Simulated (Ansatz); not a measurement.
A set of 12 reactions (substitution), with CCSD(T)/CBS values in kJ/mol:

```csv
reaction,ΔE
`[CH3][InH2]` + `C[SiH](O)[SiH3]` → `CO[SiH](C)[SiH3]` + `[InH3]`,81.7
`C[O][Al]([Cl])[Cl]` + `[NH]=[Ta]([F])([F])[F]` → `C[N]=[Ta]([F])([F])[F]` + `[OH][Al]([Cl])[Cl]`,-46.7
`CNC([SiH3])S` + `BC(=C)S` → `BC(=C)SC` + `NC([SiH3])S`,-20.5
`C=C(Cl)C(C)O` + `[OH][AlH2]` → `CC(O)[O][AlH2]` + `C=CCl`,27.3
`F[CH]([GeH3])CCl` + CH₃OH → `COC(F)CCl` + GeH₄,-4.7
`N#CCC(F)(F)F` + H₂Se → `FC(F)(F)[SeH]` + `CC#N`,25.0
`C/C=C(\N)O` + `S[Si]S` → `CS[Si]S` + `C=C(N)O`,5.9
`S[CH2][ZnH]` + `O[SiH3]` → `[SiH3]O[CH2][ZnH]` + H₂S,58.5
`C=C[SiH](Cl)C=C` + `[NH2][GeH3]` → `C=C[NH][GeH3]` + `C=C[SiH2]Cl`,46.5
`NCB(O)Cl` + `SS` → `NCSS` + `OBCl`,7.7
`FC(F)(Cl)C(F)(F)Cl` + HBr → `FC(F)(Cl)Br` + `FC(F)Cl`,31.5
`[CH3][SbH2]` + `OB(F)Br` → `COB(F)Br` + `[SbH3]`,72.8
```

Gas-phase electronic energies from Ansatz, PBE0-D4/def2-TZVP geometries. CCSD(T)/CBS adds triple-zeta CCSD(T) − MP2 to the extrapolated MP2 energy (def2 sets, frozen cores). This one scheme is used for every species. Functionals use def2-TZVPP. B3LYP here is the variant with VWN-RPA as its local correlation; programs differ in this. Elements past krypton have def2 core potentials. For Br, Ge, In, Sb, Se, Ta, Zn outer-core shells are correlated without core-valence functions, which leaves a few kJ/mol of doubt a bond. Scalar relativity is left out up to krypton. Each species was taken in one conformer, which may not be the lowest.

**Question.** Give the mean, mean absolute and largest difference (level minus CCSD(T)/CBS, kJ/mol) for: PBE-D4, r2SCAN-D4, B3LYP-D4, ωB97X-V, ωB97M-V, PBE, r2SCAN, PBE0, B3LYP, SCS-MP2/def2-TZVPP, HF/def2-QZVPP, MP2/def2-QZVPP, HF/CBS(def2), CCSD/CBS(def2). (Best estimate.)

**Answer.** The calculation gave: 
```json
{"level": "PBE-D4", "mean": "-6.9", "mean absolute": "6.9", "largest": "-13.1"}
{"level": "r2SCAN-D4", "mean": "-5.2", "mean absolute": "5.4", "largest": "-10.2"}
{"level": "B3LYP-D4", "mean": "-6.6", "mean absolute": "7.4", "largest": "-13.9"}
{"level": "ωB97X-V", "mean": "-4.5", "mean absolute": "6.4", "largest": "-13.9"}
{"level": "ωB97M-V", "mean": "-2.9", "mean absolute": "4.6", "largest": "-9.1"}
{"level": "PBE", "mean": "-7.4", "mean absolute": "7.4", "largest": "-16.8"}
{"level": "r2SCAN", "mean": "-5.4", "mean absolute": "5.6", "largest": "-11.2"}
{"level": "PBE0", "mean": "-5.0", "mean absolute": "5.0", "largest": "-12.9"}
{"level": "B3LYP", "mean": "-7.4", "mean absolute": "8.1", "largest": "-15.6"}
{"level": "SCS-MP2/def2-TZVPP", "mean": "-1.9", "mean absolute": "2.4", "largest": "-4.2"}
{"level": "HF/def2-QZVPP", "mean": "-5.8", "mean absolute": "11.6", "largest": "-22.5"}
{"level": "MP2/def2-QZVPP", "mean": "0.7", "mean absolute": "4.5", "largest": "-10.0"}
{"level": "HF/CBS(def2)", "mean": "-5.8", "mean absolute": "11.6", "largest": "-22.5"}
{"level": "CCSD/CBS(def2)", "mean": "0.3", "mean absolute": "1.4", "largest": "3.9"}
```

The largest T1 diagnostic in the set is 0.019, for `[NH]=[Ta]([F])([F])[F]` (customary mark 0.02).

CCSD(T)/CBS is a level of theory with its own doubt, and the functionals carry their triple-zeta basis error, so these figures describe this set and don't rank the functionals.
